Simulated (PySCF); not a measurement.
Species: C₄H₇F₃Si.
Geometry (GFN2-xTB, Å), atoms numbered from 1 in this order:
```
atom  x, y, z in Å
F1    -2.259    1.586    0.072
C2    -2.019    0.260    0.093
F3    -2.211   -0.137    1.359
F4    -3.005   -0.303   -0.632
C5    -0.659   -0.075   -0.437
C6     0.016   -1.324    0.037
C7     0.525    0.012    0.488
Si8    2.159    0.708   -0.155
H9    -0.552    0.227   -1.471
H10   -0.512   -1.946    0.745
H11    0.588   -1.882   -0.689
H12    0.274    0.272    1.511
H13    2.068    2.167   -0.162
H14    2.358    0.197   -1.513
H15    3.225    0.245    0.732
```

Method: TDDFT PBE0/def2-SVPD, vertical, gas phase, core orbitals frozen in the response (PySCF 2.14.0, density-fitted response routines).

Ground-to-excited transition dipoles (e·a0, same axes as the geometry; the sign carries no meaning), for the states with f of 0.002 or more among the lowest 6:

| state | E (eV) | μx | μy | μz |
| --- | --- | --- | --- | --- |
| S1 | 8.011 | 0.325 | 0.182 | -0.093 |
| S2 | 8.148 | -0.093 | 0.141 | -0.042 |
| S3 | 8.585 | 0.436 | 0.103 | -0.008 |
| S4 | 8.653 | -0.042 | -0.078 | -0.132 |
| S5 | 8.723 | 0.284 | -0.009 | -0.068 |
| S6 | 8.777 | 0.268 | -0.248 | 0.093 |

Question: Work out the oscillator strengths.

Answer: f = (2/3) ΔE |μ|² with ΔE in hartree (27.2114 eV).

```
state  |μ|² (au)  |μ| (D)      f
   S1      0.148     0.98  0.029
   S2      0.030     0.44  0.006
   S3      0.201     1.14  0.042
   S4      0.025     0.40  0.005
   S5      0.085     0.74  0.018
   S6      0.142     0.96  0.030
```

Question: Which bond between heavy atoms lies closest to the direction of the S3 transition dipole?

Answer: C7–Si8, at 21° from it; next C2–C5 at 33°.

Question: What angle do the transition dipoles of S5 and S6 make?

Answer: |cos θ| = |μa·μb| / (|μa| |μb|) = 0.65, so θ ≈ 49° (taken between 0 and 90°, since the signs are arbitrary).

Question: What peak molar absorption coefficient would the strongest computed level give as a lone Gaussian band 0.5 eV wide at half height?

Answer: ε(max) = 2.175×10⁸ f / FWHM, with the width in cm⁻¹. S3: 2.175×10⁸ × 0.0423 / 4033 ≈ 2300 L mol⁻¹ cm⁻¹.

Without π bonds the low states may be Rydberg-like; a valence basis with one diffuse set may place them up to an eV too high.
